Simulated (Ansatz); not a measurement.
Reaction (substitution at a C–C bond): `CC(N)(F)C=O` + `O[SiH2][SiH3]` → `O=CO[SiH2][SiH3]` + `CC(N)F`

Gas-phase electronic energies from Ansatz, PBE0-D4/def2-TZVP geometries. CCSD(T)/CBS adds triple-zeta CCSD(T) − MP2 to the extrapolated MP2 energy (def2 sets, frozen cores). DFT in def2-TZVPP. B3LYP here is the variant with VWN-RPA as its local correlation; programs differ in this. One conformer a species, not always the lowest.

```csv
level,ΔE (kJ/mol),difference from CCSD(T)/CBS
PBE0-D4,-59.1,-7.9
B3LYP-D4,-61.1,-9.9
ωB97X-V,-58.3,-7.1
ωB97M-V,-56.5,-5.3
PBE,-62.0,-10.8
r2SCAN,-61.6,-10.4
B3LYP,-60.1,-8.9
MP2/def2-TZVPP,-53.0,-1.8
CCSD/def2-TZVPP,-51.1,0.1
CCSD(T)/def2-TZVPP,-52.6,-1.4
HF/def2-QZVPP,-58.3,-7.1
MP2/def2-QZVPP,-52.1,-0.9
SCS-MP2/def2-QZVPP,-51.5,-0.3
HF/CBS(def2),-58.3,-7.1
MP2/CBS(def2),-51.6,-0.4
CCSD/CBS(def2),-49.6,1.6
CCSD(T)/CBS,-51.2,0
```

Largest T1 diagnostic among the species: 0.016.

From PBE to PBE0 (25 % exact exchange), in def2-TZVPP and without D4, ΔE moves by +3.4 kJ/mol. In def2-TZVPP, CCSD(T) changes the Hartree–Fock value by +6.0 kJ/mol (the triples alone add −1.6 kJ/mol) and MP2 by +5.6 kJ/mol.
